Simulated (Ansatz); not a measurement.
Input and output for C$_{3}$H$_{3}$FMgO$_{2}$ (`[F][Mg-]1[O]C=CC=[O+]1`).

```yaml
crystal:
  periodic: [false, false, false]
  atoms:
    - {symbol: F, position_ang: [1.626362, -3.377230, 0.301840]}
    - {symbol: Mg, position_ang: [0.868714, -1.798378, 0.160957]}
    - {symbol: O, position_ang: [-0.976226, -1.218087, 0.105965]}
    - {symbol: C, position_ang: [-1.347469, -0.016150, -0.001444]}
    - {symbol: C, position_ang: [-0.523936, 1.104133, -0.099416]}
    - {symbol: C, position_ang: [0.868374, 1.039052, -0.090351]}
    - {symbol: O, position_ang: [1.574100, -0.003587, 0.003738]}
    - {symbol: H, position_ang: [-2.431695, 0.155480, -0.018725]}
    - {symbol: H, position_ang: [-0.990359, 2.076237, -0.186746]}
    - {symbol: H, position_ang: [1.415235, 1.987428, -0.173020]}
basis:
  gaussian: {orbitals: "6-31++G**", final_grid: {core_spheres: 5, valence_spheres: 4, degree: 11}}
magnetization: {spin_polarized: true, initial_magnetization: 2}
hamiltonian: {xc: {name: wPBEh}}
output: {forces: true}
```

```sh
$ ansatz run in.yaml --threads 4 --pin off --events-out ev --progress --plain --max-ram 11315MiB
```

Output, abridged:

```
Functional definition: wPBEh
1335 factors; integrals over basis functions are off by at most 1.6e-3 eV
148 factors; integrals over basis functions are off by at most 6.0e-6 eV
mean field evaluation 1: about -15393.4547 eV, gradient 5.1e1 eV
mean field evaluation 2: about -15378.1899 eV, gradient 8.5e1 eV
mean field evaluation 4: about -15403.5737 eV, gradient 2.9e0 eV
mean field evaluation 8: about -15403.9165 eV, gradient 2.2e-1 eV
mean field evaluation 16: about -15403.9168 eV, gradient 2.4e-4 eV
mean field -15403.91677985 eV, -566.0835005097 hartree, gradient 2.0e-5 eV, S^2 2.006800; 2 other end points of the search recorded, 0 dependent functions left out
reference -15403.91687765 eV, -566.0835041038 hartree; 30, 28 occupied and 125, 127 virtual orbitals, 1335 factors
Total energy: -15403.91687765 eV, -566.0835041038 hartree
Atom 0 at     1.626362    -3.377230     0.301840 Å, force     0.195433    -0.407411     0.036256 eV/Å
Atom 1 at     0.868714    -1.798378     0.160957 Å, force    -0.025380     0.053005    -0.004402 eV/Å
Atom 2 at    -0.976226    -1.218087     0.105965 Å, force     0.782278    -1.863910     0.166985 eV/Å
Atom 3 at    -1.347469    -0.016150    -0.001444 Å, force    -3.222553     0.844168    -0.081877 eV/Å
Atom 4 at    -0.523936     1.104133    -0.099416 Å, force    -0.033208     0.069782    -0.005113 eV/Å
Atom 5 at     0.868374     1.039052    -0.090351 Å, force     1.364231     3.028780    -0.265926 eV/Å
Atom 6 at     1.574100    -0.003587     0.003738 Å, force     0.964712    -1.777119     0.159762 eV/Å
Atom 7 at    -2.431695     0.155480    -0.018725 Å, force     0.084349    -0.036366     0.003108 eV/Å
Atom 8 at    -0.990359     2.076237    -0.186746 Å, force    -0.085217     0.177448    -0.016215 eV/Å
Atom 9 at     1.415235     1.987428    -0.173020 Å, force    -0.024644    -0.088377     0.007423 eV/Å
Dipole moment:    -0.535410     1.115742    -0.099808 e Å
```

It took 4.8 s on 4 threads of an Arm Neoverse V2 on a shared host, with 0.54 GiB of host memory at the peak.
